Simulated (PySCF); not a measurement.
Electronic structure of Cd (cadmium, neutral) at the UHF level

Configuration: [Kr] 4d10 5s2, closed-shell 1S. Computed with PySCF 2.14 in x2c-TZVPall, with scalar relativity by spin-free X2C-1e.

| Item | Value |
| --- | --- |
| Total energy | -5591.313308 hartree |
| One-electron energy | -7708.5930 hartree |
| Hartree (Coulomb) energy | 2270.7513 hartree |
| Exchange energy | -153.4716 hartree |
| ⟨S²⟩ | 0.0000 |
| ⟨L²⟩ | 0.000 |
| Sum of ⟨r⟩ | 33.59 bohr |
| Sum of ⟨r²⟩ | 52.18 bohr² |
| Langevin diamagnetic susceptibility | -41.3 ×10⁻⁶ cm³/mol |
| Time after the integrals | 0.27 s of wall time on 1 thread of Neoverse-V1 (shared host) |

| shell | electrons | mean orbital energy (hartree) | rms radius, mean of both spins (bohr) |
| --- | --- | --- | --- |
| 1s | 2 | -986.48300 | 0.0348 |
| 2s | 2 | -149.66480 | 0.142 |
| 2p | 6 | -134.09539 | 0.127 |
| 3s | 2 | -29.29620 | 0.381 |
| 3p | 6 | -24.05103 | 0.383 |
| 3d | 10 | -15.83211 | 0.364 |
| 4s | 2 | -4.74250 | 0.942 |
| 4p | 6 | -3.11663 | 1.03 |
| 4d | 10 | -0.71994 | 1.39 |
| 5s | 2 | -0.28092 | 3.32 |

Densities and radii are taken from the X2C orbitals without a picture-change correction, which distorts them close to the nucleus.
